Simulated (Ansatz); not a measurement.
C2H6ClGaGeO2 (`[Cl][GeH]1[CH2][GaH][O]C[O]1`), 13 atoms. Total charge 0; spin multiplicity 1. Correlated methods include outer-core shells of Ga, Ge, which these sets cover unevenly. Scalar relativity is left out up to krypton. Hardware: A = 2 threads of an AMD EPYC 7R13 on a shared host and a share of an NVIDIA H100 80 GB; B = 2 threads of an AMD EPYC 7R13 on a shared host. Correlated methods freeze the cores. Open-shell runs search over several starts.

How many basis functions does each run have, and how long does it take in Ansatz? RKS PBE0-D4/def2-TZVP relaxation (33 steps) [A]; UHF-CCSD(T)/def2-TZVPP energy of the cation [A]; RKS PBE-QIDH (frozen core)/def2-TZVPP energy [A]; direct RPA on PBE orbitals/def2-TZVPP energy [A]; UKS B2PLYP (frozen core)/def2-TZVPP energy of the cation [A]; RKS B3LYP-D4/def2-TZVPP energy and forces [A]; UKS B3LYP-D4/def2-TZVPP energy of the cation [A]; UHF-MP2/def2-QZVPP energy of the cation [A]; RKS ωB97M-V/def2-QZVPP energy [A]; RKS B97M-V/def2-TZVPP energy [A]; UKS ωB97X-V/def2-TZVPP energy of the cation [A]; RKS ωB97M-V/def2-SVP energy [B]. (An estimate is asked.)

Ansatz gave: Other jobs shared the machine, so times are rough.

```csv
level,job,functions,wall time,peak host memory (GiB)
RKS PBE-QIDH (frozen core)/def2-TZVPP,energy [A],346,4 s,1.6
RKS B97M-V/def2-TZVPP,energy [A],346,5 s,0.96
RKS B3LYP-D4/def2-TZVPP,energy and forces [A],346,5.5 s,1
direct RPA on PBE orbitals/def2-TZVPP,energy [A],346,5.5 s,1.6
UKS B2PLYP (frozen core)/def2-TZVPP,energy of the cation [A],346,11 s,1.6
RKS ωB97M-V/def2-QZVPP,energy [A],656,11 s,1.4
RKS ωB97M-V/def2-SVP,energy [B],168,17 s,0.83
UKS ωB97X-V/def2-TZVPP,energy of the cation [A],346,18 s,1.2
UKS B3LYP-D4/def2-TZVPP,energy of the cation [A],346,19 s,1
UHF-MP2/def2-QZVPP,energy of the cation [A],656,36 s,1.4
RKS PBE0-D4/def2-TZVP,relaxation (33 steps) [A],293,120 s,1
UHF-CCSD(T)/def2-TZVPP,energy of the cation [A],346,5.1 min,1.7
```

B3LYP here is the variant with VWN-RPA as its local correlation; programs differ in this.
